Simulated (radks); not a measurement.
The numbers below are computed, except where a source is named.
The nuclear charge of neutral osmium is varied continuously with 76 electrons held in [Xe] 4f14 5d6 6s2. Level of theory: scalar-relativistic Kohn-Sham, PBE, spin-unpolarised, spherical densities, finite nucleus; Fermi nuclear charge, rms radius 5.4126 fm (a radial shooting solver on a logarithmic mesh with Libxc functionals). By the Hellmann-Feynman theorem dE/dZ = E(electron-nucleus)/Z, the electronic potential at the nucleus (averaged over a nucleus of fixed radius). The scalar-relativistic energy here is not variational (the density holds large components alone), so the two differ by a part that grows with Z.

| Z | E (hartree) | E(electron-nucleus)/Z (hartree) | HOMO | e(HOMO) (eV) | <r> HOMO (bohr) |
|---|---|---|---|---|---|
| 75.8 | -17137.5391 | -560.175 | 5d | -4.341 | 1.869 |
| 76 | -17250.7248 | -562.457 | 6s | -6.144 | 2.981 |
| 76.2 | -17364.3761 | -564.739 | 6s | -7.692 | 2.899 |
| 76.4 | -17478.4934 | -567.022 | 6s | -9.320 | 2.824 |
| 76.6 | -17593.0770 | -569.307 | 6s | -11.023 | 2.755 |
| 76.8 | -17708.1273 | -571.593 | 6s | -12.797 | 2.691 |
| 77 | -17823.6447 | -573.882 | 6s | -14.639 | 2.631 |

The central difference of E at Z = 76 is -567.093 hartree, to compare with the third column; the second derivative is -11.6 hartree.
